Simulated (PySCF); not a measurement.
C4H11N2PSi.
Geometry (GFN2-xTB, Å), atoms numbered from 1 in this order:
```
atom  x, y, z in Å
C1    -1.8129    1.1446   -1.1231
C2    -1.5901   -0.2248   -0.4753
C3    -2.8464   -0.7535   -0.0026
N4    -3.8428   -1.1579    0.3856
C5    -0.5947   -0.1538    0.7072
N6     0.7174    0.2749    0.3154
Si7    1.8486   -0.7518   -0.4656
P8     3.5687    0.6117   -0.8957
H9    -2.1750    1.8593   -0.3862
H10   -0.8797    1.5099   -1.5453
H11   -2.5472    1.0727   -1.9225
H12   -1.1855   -0.9218   -1.2184
H13   -0.5045   -1.1496    1.1474
H14   -0.9936    0.5237    1.4692
H15    0.7708    1.2689    0.1481
H16    2.1153   -1.8622    0.4551
H17    1.4228   -1.3305   -1.7558
H18    4.2041    0.4172    0.3141
H19    4.3152   -0.3680   -1.5166
```

Computed at PBE0/pcSseg-1 (PySCF, non-relativistic), with Q(14N) = 0.02044 b: N4, 14N (I = 1): χzz = -4.664 MHz, η = 0.008; N6, 14N (I = 1): χzz = -4.929 MHz, η = 0.345.

**Question.** Where would the pure quadrupole (NQR) lines of 14N at N4 fall for the rigid, isolated species?

**Answer.** From ν± = (3/4)|χ|(1 ± η/3) and ν0 = |χ|η/2: ν+ 3.508 MHz, ν− 3.488 MHz, ν0 0.020 MHz (nitrile nitrogen).

**Question.** Find the zero-field quadrupole resonance frequencies of 14N at N6.

**Answer.** From ν± = (3/4)|χ|(1 ± η/3) and ν0 = |χ|η/2: ν+ 4.122 MHz, ν− 3.272 MHz, ν0 0.849 MHz (silicon-bound nitrogen).

In a crystal, neighbours and librations shift these lines. GFN2-xTB bond lengths can be off by several hundredths of an ångström, more for odd bonds, and the gradients follow them. A larger basis could move these couplings by a tenth or more.

One conformer stands for the species.
